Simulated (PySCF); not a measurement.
**Electron correlation in Cl⁵⁺ (chlorine, charge +5)**

[Ne] 3s2, closed-shell 1S. Calculation: PySCF 2.14, in an uncontracted even-tempered set (19 s from 0.19 bohr⁻², ratio 2.5; 12 p from 0.24 bohr⁻², ratio 2.5; 5 d from 1.2 bohr⁻², ratio 2.7; 5 f from 1.8 bohr⁻², ratio 2.7); scalar relativity by spin-free X2C-1e. Frozen: 1s2; 10 electrons correlated; the 22 highest virtual orbitals of each spin left out.

```tsv
level	correlation energy (mhartree)
CCSD	-373.62
(T)	-3.10
CCSD(T)	-376.72
```

Diagnostics: T1 = 0.0029, D1 = 0.0088, largest double amplitude 0.101.

Cost of the coupled-cluster step: roughly 16 core-seconds, for 10 correlated electrons.
